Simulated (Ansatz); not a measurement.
Program: Ansatz. Geometries: PBE0-D4/def2-TZVP. ΔE: electronic, gas phase. CCSD(T)/CBS is the MP2 limit (def2-TZVPP, def2-QZVPP) plus CCSD(T) − MP2 in def2-TZVPP, frozen cores. This one scheme is used for every species. DFT in def2-TZVPP. Triplets are unrestricted, without spin–orbit coupling. def2 core potentials past Kr. For Sn outer-core shells are correlated without core-valence functions, which leaves a few kJ/mol of doubt a bond. One conformer a species, not always the lowest.

`C[O][Sn]([F])([F])[O]C` → `[CH2]` (triplet) + `C[O][Sn]([OH])([F])[F]`  (formal loss of a carbene)

```tsv
species	PBE0-D4 energy (Eh)
`C[O][Sn]([F])([F])[O]C`	-644.07668
`[CH2]` (triplet)	-39.11641
`C[O][Sn]([OH])([F])[F]`	-604.81873
```

Task: Work out ΔE.

Result: ΔE = (-39.11641) + (-604.81873) − (-644.07668) = 0.14154 Eh = +3.85 eV. CCSD(T)/CBS gives +3.88 eV.

Largest T1 diagnostic among the species: 0.015.

From r2SCAN to r2SCAN0 (25 % exact exchange), in def2-TZVPP and without D4, ΔE moves by −0.07 eV. In def2-TZVPP, CCSD(T) changes the Hartree–Fock value by +1.33 eV (the triples alone add +0.11 eV) and MP2 by +1.40 eV. At CCSD(T), def2-SVP lies −0.06 eV from the extrapolated value and def2-TZVPP −0.11 eV.
